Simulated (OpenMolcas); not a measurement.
A calculation on Si.

```json
{"Program": "OpenMolcas", "Method": "XMS-CASPT2, IPEA 0.25 Eh, imaginary shift 0.1 Eh (closed shells correlated: 2s 2p 3s)", "Basis": "ANO-RCC-VTZP [5s4p2d1f]", "Scalar Hamiltonian": "DKH2, point nucleus", "Active space": "2 electrons in 3 orbitals (3p)", "State averaging": "2S+1 = 3 even, 3 roots; 2S+1 = 1 even, 6 roots", "Spin-orbit coupling": "RASSI with atomic mean-field integrals over the reference wave functions, term energies averaged over their components"}
```

(1) Which level of the active space comes out lowest?

(2) How high does 3s2 3p2 1D2 lie?

(3) How high does 3s2 3p2 3P2 lie?

(4) How high does 3s2 3p2 3P1 lie?

Measured values: NIST Handbook of Basic Atomic Spectroscopic Data.

Answers

(1) 3s2 3p2 3P0, with 100 % of that term; it is also the measured ground level.

(2) 6280 cm-1 above the lowest level; measured 6299 cm-1 above the ground level, so the calculation is off by 0 %.

(3) 197 cm-1 above the lowest level; measured 223 cm-1 above the ground level, so the calculation is off by -12 %.

(4) 67.5 cm-1 above the lowest level; measured 77.1 cm-1 above the ground level, so the calculation is off by -12 %.

CASPT2 breaks the degeneracy within a term, and the mean is taken; among the terms shown or strongly mixed into the levels shown the widest spread is 520 cm-1 (3s2 3p2 1D). With the s shell closed, the reference lacks s² → p² mixing. Measured partners are found by configuration, term and J. A level has none where our copy of the source lacks it or the pairing is in doubt (some pairs that miss far off the trend of their configuration count as doubtful), and it then counts in no deviation. Only configurations of the active space appear.
